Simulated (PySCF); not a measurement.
**Exercise with solution: oscillator strength and radiative lifetime**

trichloro(chlorosilyl)silane (Cl₄H₂Si₂), SMILES Cl[SiH2][Si](Cl)(Cl)Cl.

Geometry: ωB97X-D3(BJ)/def2-SVP. Other conformers were not sampled.

TDA-B3LYP/def2-SVPD (PySCF) puts the first singlet state with f over 0.02 at 6.07 eV (vertical), with the transition dipole (-0.260, 0.318, 0.000) in atomic units.

### Question
Find the oscillator strength, the wavelength and the radiative lifetime that this transition would have in vacuum if emission retraced absorption.

### Answer

|μ|² = 0.1687 au, so |μ| = 1.04 D. ΔE = 6.07/27.211 = 0.2231 hartree. f = (2/3) ΔE |μ|² = 0.025 (the program prints 0.025).
λ = 1239.84/6.07 = 204 nm; ν = 48958 cm⁻¹.
Einstein's coefficient A = 0.6670 ν² f s⁻¹ (ν in cm⁻¹) = 4.0e7 s⁻¹, so τ = 1/A = 25 ns. This state is S1. The figure is the radiative limit of this one transition; relaxation, internal conversion, crossing to triplets and a medium change what is measured.
